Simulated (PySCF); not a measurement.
Job file and geometry (Å, from PBE0-D3(BJ)/def2-SVP) of an NMR shielding run on SMILES CN(C)P1N(C)CCN1C, C6H16N3P, GIAO PBE0/pcSseg-1 NMR shielding, non-relativistic, gas phase in PySCF 2.14.0, density-fitted response routines; density fitting, a coarse starting grid and PySCF grid level 2 are the driver's defaults:

```
$ OMP_NUM_THREADS=1 python probes_run.py task.json out

{"job": {"kind": "nmr", "xc": "PBE0", "basis": "pcSseg-1"}, "charge": 0, "multiplicity": 1}
C      1.790095    -0.405385    -0.939692
N      1.412694    -0.453288     0.447130
C      2.496288    -0.458911     1.393376
P     -0.178720    -0.201974     1.038019
N     -1.101203    -1.024210    -0.176539
C     -1.475047    -2.396558     0.025300
C     -2.034841    -0.178527    -0.881058
C     -1.403006     1.202329    -0.873596
N     -0.791340     1.299660     0.429313
C     -0.126608     2.522183     0.774527
H      0.905160    -0.599838    -1.561955
H      2.229997     0.568712    -1.233766
H      2.537938    -1.187202    -1.166965
H      3.128810     0.448767     1.326967
H      2.090805    -0.510670     2.416004
H      3.158117    -1.332670     1.242903
H     -0.669790    -2.929186     0.552878
H     -2.409354    -2.518425     0.612306
H     -1.621578    -2.903270    -0.944366
H     -3.025660    -0.147308    -0.378472
H     -2.199881    -0.547765    -1.909643
H     -0.668954     1.306811    -1.702488
H     -2.160765     1.993550    -1.011047
H     -0.824244     3.376241     0.722453
H      0.247708     2.463529     1.808878
H      0.738213     2.756342     0.117793
```

**Question.** What does the program print?

**Answer.** 
```
coarse grid: 21248 points
cycle   1  E = -743.1032944404  dE =  1.230e+00  |g| = 4.331e-01  |ddm| = 4.558e+00
cycle   2  E = -743.0877913388  dE =  1.550e-02  |g| = 5.186e-01  |ddm| = 9.914e-01
cycle   3  E = -743.1502604246  dE = -6.247e-02  |g| = 7.603e-02  |ddm| = 5.830e-01
cycle   4  E = -743.1512466212  dE = -9.862e-04  |g| = 2.902e-02  |ddm| = 7.928e-02
cycle   5  E = -743.1514214853  dE = -1.749e-04  |g| = 5.801e-03  |ddm| = 2.235e-02
cycle   6  E = -743.1514275489  dE = -6.064e-06  |g| = 2.295e-03  |ddm| = 6.709e-03
final grid: 198104 points
cycle   7  E = -743.2056827127  dE = -4.847e-05  |g| = 1.114e-02  |ddm| = 3.731e-02
cycle   8  E = -743.2056632632  dE =  1.945e-05  |g| = 1.455e-02  |ddm| = 2.333e-02
cycle   9  E = -743.2057130319  dE = -4.977e-05  |g| = 1.691e-03  |ddm| = 1.391e-02
cycle  10  E = -743.2057136324  dE = -6.005e-07  |g| = 2.600e-04  |ddm| = 1.587e-03
cycle  11  E = -743.2057136430  dE = -1.067e-08  |g| = 1.526e-04  |ddm| = 3.952e-04
cycle  12  E = -743.2057136478  dE = -4.782e-09  |g| = 2.735e-05  |ddm| = 1.467e-04
cycle  13  E = -743.2057136480  dE = -1.467e-10  |g| = 8.662e-06  |ddm| = 3.927e-05
converged SCF energy = -743.2057136480

GIAO shielding tensors (ppm)
atom      isotropic    diamagn.    paramagn.     s11        s22        s33       span
  0 C      149.082     248.040     -98.958    123.868    142.885    180.493     56.625
  1 N      189.978     335.767    -145.789    125.357    183.828    260.748    135.390
  2 C      144.590     242.645     -98.055    120.266    130.371    183.133     62.866
  3 P      202.300     969.457    -767.157    114.795    163.236    328.869    214.074
  4 N      207.376     334.294    -126.919    141.160    226.753    254.215    113.055
  5 C      148.539     241.716     -93.178    123.408    137.745    184.463     61.055
  6 C      129.232     245.895    -116.662    102.259    124.158    161.280     59.022
  7 C      130.705     248.121    -117.415    106.514    124.716    160.886     54.373
  8 N      197.448     335.636    -138.188    149.371    194.895    248.079     98.708
  9 C      149.803     244.293     -94.490    123.611    140.645    185.154     61.544
 10 H       27.721      33.687      -5.966     23.137     29.528     30.497      7.359
 11 H       29.174      31.934      -2.760     24.397     27.346     35.779     11.382
 12 H       29.283      30.876      -1.594     24.853     26.113     36.883     12.030
 13 H       28.798      28.967      -0.168     23.627     26.912     35.857     12.230
 14 H       28.035      30.002      -1.968     24.374     26.580     33.150      8.776
 15 H       28.885      28.380       0.504     23.686     26.560     36.408     12.721
 16 H       28.565      29.842      -1.277     23.429     27.344     34.922     11.493
 17 H       28.835      28.070       0.764     23.935     26.187     36.382     12.446
 18 H       28.935      28.797       0.138     23.980     26.482     36.345     12.365
 19 H       28.411      30.360      -1.949     24.018     25.761     35.456     11.438
 20 H       28.225      30.614      -2.390     24.462     25.516     34.696     10.234
 21 H       28.058      33.070      -5.012     24.552     26.186     33.435      8.884
 22 H       28.637      30.253      -1.616     24.633     25.882     35.396     10.763
 23 H       28.747      28.623       0.124     23.674     26.028     36.539     12.866
 24 H       28.426      30.173      -1.747     24.221     26.588     34.471     10.250
 25 H       29.112      30.879      -1.768     23.872     27.980     35.482     11.610
```

Size and cost of the density-fitted run: 257 basis functions, 70 s wall time on 1 thread of an Arm Neoverse V2, shared host; peak memory 1.2 GiB.
